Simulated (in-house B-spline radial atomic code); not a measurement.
A radial electron density 4πr²n(r) was computed for an atom or ion in its tabulated ground configuration with an all-electron radial atomic-structure program (B-spline basis); method: non-relativistic LDA PW92, spin-polarised, spherical fractional occupations. Columns: r (bohr), 4πr²n(r) (electrons per bohr), bar.

```
 0.00448   0.3166 #
 0.00522   0.4217 #
 0.00608   0.5594 ##
 0.00709    0.741 ##
 0.00826   0.9757 ###
 0.00962    1.278 ####
  0.0112    1.662 #####
  0.0131    2.164 #######
  0.0152    2.759 ########
  0.0177    3.507 ###########
  0.0207    4.437 #############
  0.0241    5.508 #################
   0.028    6.721 ####################
  0.0327    8.118 #########################
  0.0381    9.587 #############################
  0.0443    11.05 ##################################
  0.0517    12.44 ######################################
  0.0602    13.57 #########################################
  0.0701    14.31 ###########################################
  0.0817     14.5 ############################################
  0.0952    14.06 ###########################################
   0.111       13 #######################################
   0.129    11.49 ###################################
   0.151    9.722 ##############################
   0.175    8.229 #########################
   0.204      7.2 ######################
   0.238     6.92 #####################
   0.277    7.356 ######################
   0.323    8.219 #########################
   0.376    9.008 ###########################
   0.439    9.246 ############################
   0.511    8.627 ##########################
   0.595    7.189 ######################
   0.694    5.243 ################
   0.808    3.314 ##########
   0.941    1.772 #####
     1.1   0.7653 ##
    1.28   0.2719 #
    1.49  0.07505 
    1.73  0.01599 
    2.02 0.002289
```

Which atom or ion is it?
A. Mg6+
B. Si6+
C. Al6+
D. Al5+

C. The area under the curve, ∫4πr²n dr = ∫r·4πr²n d(ln r) on this logarithmic grid, is 7 electrons, which only this option has. The configuration is [He] 2s2 2p3.
